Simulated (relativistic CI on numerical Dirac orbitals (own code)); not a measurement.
# Tc XV: sensitivity of the levels to the model

Base calculation: Dirac-Coulomb-Breit CI, KLI orbitals optimised for each configuration, model QED (radiative potential, 1s self-energy scaled to tabulated hydrogen-like ionisation energies), unscaled Slater integrals.

Configurations in the expansion (outside the closed core [Ar]): 3d¹⁰4s, 3d¹⁰4p, 3d¹⁰4d, 3d¹⁰4f, 3d¹⁰5s, 3d¹⁰5p, 3d¹⁰5d, 3d¹⁰5f, 3d¹⁰5g, 3d¹⁰6s, 3d⁹4p², 3d⁹4s², 3d¹⁰6p, 3d⁸4s4p², 3d¹⁰6d, 3d¹⁰6f. Levels of other configurations are missing.

Variants: (1) P86 correlation estimate; (2) configuration mixing switched off. Shifts of the energy above 3d¹⁰4s ²S1/2, in cm⁻¹, for the lowest level and the first level of each name with at least 55 % of one term (blank where a level changes its place among those of its configuration and J or its character, or is not in the variant):

| Level | Base | Δ(1) | Δ(2) |
| --- | --- | --- | --- |
| 3d¹⁰4s ²S1/2 | 0 | 0 | 0 |
| 3d¹⁰4p ²P°1/2 | 251459 | +658 | -324 |
| 3d¹⁰4p ²P°3/2 | 287965 | +658 | -352 |
| 3d¹⁰4d ²D3/2 | 695544 | +1169 | -289 |
| 3d¹⁰4d ²D5/2 | 701732 | +1170 | -297 |
| 3d¹⁰4f ²F°5/2 | 1110276 | +906 | -356 |
| 3d¹⁰4f ²F°7/2 | 1110399 | +906 | -366 |
| 3d¹⁰5s ²S1/2 | 1203108 | -1175 | -444 |
| 3d¹⁰5p ²P°1/2 | 1313159 | -876 | -453 |
| 3d¹⁰5p ²P°3/2 | 1328621 | -876 | -436 |
| 3d¹⁰5d ²D3/2 | 1508245 | -659 | -426 |
| 3d¹⁰5d ²D5/2 | 1511029 | -659 | -420 |
| 3d¹⁰5f ²F°5/2 | 1689207 | -1188 | -427 |
| 3d¹⁰5f ²F°7/2 | 1689340 | -1188 | -422 |
| 3d¹⁰5g ²G7/2 | 1730664 | -522 | -402 |
| 3d¹⁰5g ²G9/2 | 1730764 | -522 | -401 |
| 3d¹⁰6s ²S1/2 | 1749044 | -504 | -425 |
| 3d¹⁰6p ²P°1/2 | 1806874 | -419 | -440 |
| 3d¹⁰6p ²P°3/2 | 1814960 | -419 | -430 |
| 3d⁹4s² ²D5/2 | 1843295 | +7563 | +11124 |
| 3d⁹4s² ²D3/2 | 1873761 | +7562 | +11115 |
| 3d¹⁰6d ²D3/2 | 1910381 | -251 | -437 |

At this charge energies of transitions that change n are usually good to better than 1 %, and those within a shell (Δn = 0) to a few per cent.

Ionisation energy from the two ground configurations alone: base 337.208 eV; P86 correlation estimate 337.545 eV. The NIST ASD value (semi-empirical) is 338.55 eV.

LS names give the leading component of a level, which can be under half, so a name can repeat, a term be missing and a line seem to break the LS rules.
